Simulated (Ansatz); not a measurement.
A run for Ansatz (a first-principles code): R-CCSD(T)/aug-cc-pV(D+d)Z on H4OSi (SMILES O[SiH3]) with ghost functions, monomers drawn apart or pushed together. Files ending in .json are basis or fitting sets from the Basis Set Exchange.

Ansatz 0.2 input:
```yaml
crystal:
  periodic: [false, false, false]
  atoms:
    - {symbol: O, position_ang: [0.27148011, 0.61258359, 3.95981674]}
    - {symbol: Si, position_ang: [-0.49156215, -0.67787657, 4.64783440]}
    - {symbol: H, position_ang: [0.34811133, 0.63680126, 3.00195636]}
    - {symbol: H, position_ang: [-1.89857245, -0.79450957, 4.18755442]}
    - {symbol: H, position_ang: [-0.46206063, -0.44413767, 6.10523898]}
    - {symbol: H, position_ang: [0.19516547, -1.95596384, 4.33162853]}
basis:
  gaussian:
    orbitals: aug-cc-pV_D+d_Z.json
    ghost_atoms:
      - {symbol: N, position_ang: [0.50565064, 0.47640010, -1.19338060]}
      - {symbol: N, position_ang: [0.49268073, 0.56277065, -0.10672647]}
magnetization: {spin_polarized: false}
correlation: {method: ccsd_t, electrons: outside_noble_gas}
scf: {lower_state_search: off}
```

It printed:

```
Functional definition: HF
[...]
these checks for a lower state are left out or cut short: stability, starts, cluster_reference, orbital_swaps, neighbouring_geometries, increment
integrals: 0.27 GiB planned
1152 factors; integrals over basis functions are off by at most 8.1e-4 eV
mean field: 0.28 GiB planned
mean field evaluation 1: about -9961.7560 eV, gradient 3.4e1 eV
mean field evaluation 2: about -9961.7559 eV, gradient 3.4e1 eV
mean field evaluation 4: about -9964.1334 eV, gradient 2.3e0 eV
mean field evaluation 8: about -9964.1564 eV, gradient 3.4e-4 eV
mean field -9964.15640157 eV, -366.1759938101 hartree, gradient 2.5e-6 eV, S^2 0.000000; 0 other end points of the search recorded, 0 dependent functions left out
6 core orbitals not correlated
reference -9964.15640157 eV, -366.1759938101 hartree; 7, 7 occupied and 124, 124 virtual orbitals, 1152 factors
second order -8.62102360 eV of doubles, -0.00000000 eV of singles
coupled cluster: 0.76 GiB planned
cycle   1  -9.05212267 eV  change   -4.3e-1 eV  update   7.5e-2
cycle   2  -9.31997609 eV  change   -2.7e-1 eV  update   2.2e-2
cycle   3  -9.38638160 eV  change   -6.6e-2 eV  update   1.1e-2
cycle   4  -9.38234318 eV  change    4.0e-3 eV  update   2.2e-3
cycle   5  -9.38198121 eV  change    3.6e-4 eV  update   8.0e-4
cycle   6  -9.38223551 eV  change   -2.5e-4 eV  update   2.2e-4
cycle   7  -9.38215619 eV  change    7.9e-5 eV  update   7.9e-5
cycle   8  -9.38212704 eV  change    2.9e-5 eV  update   2.6e-5
cycle   9  -9.38213115 eV  change   -4.1e-6 eV  update   1.1e-5
perturbative correction -0.23186079 eV, -0.0085207268 hartree
Total energy: -9973.77039352 eV, -366.5293014974 hartree
Checks for a lower state left out: stability, starts, cluster_reference, orbital_swaps, neighbouring_geometries, increment
```

The calculation finished and met its thresholds.

Cost: roughly 8 core-seconds.
